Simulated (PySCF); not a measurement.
r2SCANh on Pt⁻ (platinum, charge -1), [Xe] 4f14 5d9 6s2, 2D determinant. Calculation: PySCF 2.14, in aug-cc-pwCVQZ-PP with ECP60MDF (9s9p8d5f4g3h, 180 functions); a scalar-relativistic core potential.

```
cycle= 1 E= -119.467148383194  delta_E= -0.0184  |g|= 0.0408  |ddm|= 0.421
cycle= 2 E= -119.467161394115  delta_E= -1.3e-05  |g|= 0.0412  |ddm|= 0.0865
cycle= 3 E= -119.467712199876  delta_E= -0.000551  |g|= 0.0164  |ddm|= 0.0368
cycle= 4 E= -119.467821578478  delta_E= -0.000109  |g|= 0.00116  |ddm|= 0.0173
cycle= 5 E= -119.467824036867  delta_E= -2.46e-06  |g|= 0.00022  |ddm|= 0.00773
cycle= 6 E= -119.467824207864  delta_E= -1.71e-07  |g|= 2.83e-05  |ddm|= 0.00211
cycle= 7 E= -119.467824209981  delta_E= -2.12e-09  |g|= 7.1e-06  |ddm|= 0.000235
cycle= 8 E= -119.467824210018  delta_E= -3.66e-11  |g|= 1.01e-06  |ddm|= 2.63e-05
converged SCF energy = -119.467824210018  <S^2> = 0.75851251  2S+1 = 2.0084945
```

Highest occupied orbital energy: 0.598 eV; ⟨L²⟩ = 6.04; populations by l: s 4.00, p 6.00, d 9.00, f 0.00.

(1) Can this result be used?

Results:

(1) With care. The run converged. Energies and moments cover only the electrons outside the core potential. Spin-orbit coupling, absent here, splits the open shell strongly. At r2SCANh the highest occupied level has a positive energy, so only the finite basis holds that electron; in a semilocal or global hybrid functional this comes from self-interaction and does not mean that the real anion is unbound.
